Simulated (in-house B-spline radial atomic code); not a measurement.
Ga²⁺. Computed with a B-spline radial atomic code. Model: non-relativistic spherical atom: semilocal Troullier-Martins pseudo-atom, one channel per l, against all electrons, high spin, G0W0 and RPA with empty states to l = 8, local potential for every l without a channel, a model core (radius 0 = none) keeps its share of the functional.

What the tables leave out is listed at the end.

The pseudopotential gives back the lowest level of each angular momentum of its own functional in the configuration it was made in; a second state of the same l is only approximately right. Exact exchange, RPA and GW see the smooth pseudo-orbitals and miss the exchange with the core, for which the functional's share stands in. The column with an uncorrelated core keeps all orbitals and exact exchange, and so separates missing core correlation from pseudisation. Only the three outermost levels and the lowest empty one were computed. RPA here is direct RPA, with no exchange kernel, and its energies carry an (l + 1/2)⁻⁴ tail. A hybrid on a potential with a model core restores only its own semilocal share of the core's exchange.

Command:
```bash
python run_psgw.py task.json out
```
Settings (lengths in bohr, energies in hartree):
```
Z                      31
electrons              29
configuration          [Ar] 3d10 4s1
generated_in           [Ar] 3d10 4s2 4p1
functional             pbe,pbe
core_shells            3
radius_factor          1.15
core_correction        True
ion_configuration      [Ar] 3d10
```

Time taken, with all properties: 58 s on 1 thread of Arm Neoverse N1 (shared host).

Given: made with PBE; model core radius 0.306 bohr; local radius 0.828 bohr; mean-field start PBE.

Valence shells of the generating configuration: 3s, 3p, 3d, 4s, 4p.

Channel: s 0.663, p 0.65, d 1.836 (radii in bohr).

Computed: largest level miss in the spin-unpolarised generating configuration 0.087 eV; valence RPA correlation energy all-electron orbitals -1.4118 hartree; valence RPA correlation energy pseudo -1.1985 hartree; all-electron RPA polarisability, core included 7.6116 bohr³; ionisation by mean-field all-electron 31.089 eV; ionisation by mean-field pseudo minus all 0.234 eV; ionisation by RPA pseudo minus all 0.522 eV.

| level | occupied | mean-field all-electron (eV) | mean-field pseudo minus all (eV) | G0W0 all-electron (eV) | G0W0 uncorrelated core minus all (eV) | G0W0 pseudo minus all (eV) | exchange self-energy all-electron (eV) | exchange self-energy pseudo (eV) |
| --- | --- | --- | --- | --- | --- | --- | --- | --- |
| 4s up | 1 | -26.247 | -0.166 | -31.13 | 0.008 | -0.382 | -15.619 | -15.017 |
| 3d down | ? | ? | ? | ? | ? | ? | ? | ? |
| 3d up | 1 | -39.928 | -0.224 | -49.625 | 0.095 | 0.08 | -57.68 | -48.426 |
| 4s down (empty) | 0 | -24.843 | -0.227 | -20.463 | 0.007 | -0.304 | -3.9438 | -3.2878 |

(1) What belongs in the row 3d down?

(2) What is the ionisation by RPA all-electron?

(3) What is the pseudo-atom RPA polarisability?

Given: mean-field start PBE0.

Computed: valence RPA correlation energy all-electron orbitals -1.358 hartree; all-electron RPA polarisability, core included 6.7671 bohr³; pseudo-atom RPA polarisability 6.678 bohr³; ionisation by mean-field all-electron 30.698 eV; ionisation by RPA all-electron 30.758 eV; ionisation by RPA pseudo minus all 0.443 eV.

```
          level  occupied  mean-field all-electron (eV)  mean-field pseudo minus all (eV)  G0W0 all-electron (eV)  G0W0 uncorrelated core minus all (eV)  G0W0 pseudo minus all (eV)  exchange self-energy all-electron (eV)  exchange self-energy pseudo (eV)
          4s up         1                       -27.152                            -0.177                 -30.964                                  0.008                       -0.36                                  -15.39                            -14.83
        3d down         1                         -43.1                             -0.07                 -49.874                                  0.103                      -0.002                                 -58.068                           -48.564
          3d up         ?                             ?                                 ?                       ?                                      ?                           ?                                       ?                                 ?
4s down (empty)         0                       -23.229                            -0.206                 -20.248                                  0.007                      -0.286                                 -3.6336                           -3.0453
```

(4) What belongs in the row 3d up?

(5) What is the ionisation by mean-field pseudo minus all?

(6) What is the valence RPA correlation energy pseudo?

Answers

(1) occupied: 1; mean-field all-electron (eV): -39.684; mean-field pseudo minus all (eV): -0.224; G0W0 all-electron (eV): -49.445; G0W0 uncorrelated core minus all (eV): 0.098; G0W0 pseudo minus all (eV): 0.125; exchange self-energy all-electron (eV): -57.866; exchange self-energy pseudo (eV): -48.374.

(2) 30.88 eV.

(3) 7.4883 bohr³.

(4) occupied: 1; mean-field all-electron (eV): -43.304; mean-field pseudo minus all (eV): -0.09; G0W0 all-electron (eV): -50.043; G0W0 uncorrelated core minus all (eV): 0.099; G0W0 pseudo minus all (eV): -0.051; exchange self-energy all-electron (eV): -57.902; exchange self-energy pseudo (eV): -48.614.

(5) 0.227 eV.

(6) -1.1567 hartree.

Among the listed levels the largest G0W0 shift of the pseudo-atom is -0.38 eV, for 4s up on the PBE start, while leaving the core uncorrelated moves that level by +0.01 eV. So pseudisation and the lost core exchange, not the missing core correlation, make the error. Not in the tables (levels of low weight, unsolved or above zero; the highest and the empty levels are kept at any weight): no Hartree-Fock pseudo-atom is run with a model core.
